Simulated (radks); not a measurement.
Species: the zirconium ion Zr30+. Configuration: [Ne] (the NIST ground configuration). Method: scalar-relativistic Kohn-Sham, SCAN, spin-polarised, spherical densities, finite nucleus; meta-GGA in the generalised Kohn-Sham scheme; Fermi nuclear charge, rms radius 4.2694 fm; computed with a radial shooting solver on a logarithmic mesh with Libxc functionals. Some entries of the table are withheld. Estimate them.

| orbital | occ. | eigenvalue (eV) | r(max) (bohr) | <r^2> (bohr^2) |
|---|---|---|---|---|
| 1s | 2 | (1) | (2) | 0.001850 |
| 2s | 2 | (3) | 0.1356 | (4) |
| 2p | 6 | -3747.283 | 0.1082 | 0.02323 |

Answer. 
(1) 1s eigenvalue (eV): -19479.66
(2) 1s r(max) (bohr): 0.02413
(3) 2s eigenvalue (eV): -4001.697
(4) 2s <r^2> (bohr^2): 0.02974
